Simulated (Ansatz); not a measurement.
Molecule: AuF, charge 0, multiplicity 1. 
Structure (B3LYP-D3(BJ)/def2-TZVP (Ansatz, an electronic-structure program) minimum search):
SMILES: [F][Au]
```xyz
2

Au     0.0000     0.0000    -0.2001
F      0.0000     0.0000     1.7562
```
Charge 0, spin multiplicity 1.

Basis-set convergence of Hartree-Fock and MP2 correlation energies (hartree) with Ansatz. Cores are frozen in the correlated levels unless marked. Spin-orbit coupling is left out. The frozen core is the preceding noble-gas configuration, with the filled d and f shells of earlier blocks. Past Kr the def2 sets carry scalar-relativistic core potentials.

The T1 diagnostic of CCSD in the largest basis is 0.029, which is high, so the coupled-cluster rows are less sure than usual.

```csv
basis,functions,E(HF),"E(corr, MP2)"
def2-SVP,46,-234.10132,-0.44782
def2-TZVPP,87,-234.23904,-0.63451
def2-QZVPP,145,-234.24583,-0.68572
```

Extrapolating the two largest sets (X = 3 and 4) as X^-3: E(corr) = (64·(-0.68572) - 27·(-0.63451))/37 = -0.7231 Eh, an estimate of the basis-set limit. The largest set recovers 94.8 % of it, the smallest 61.9 %.
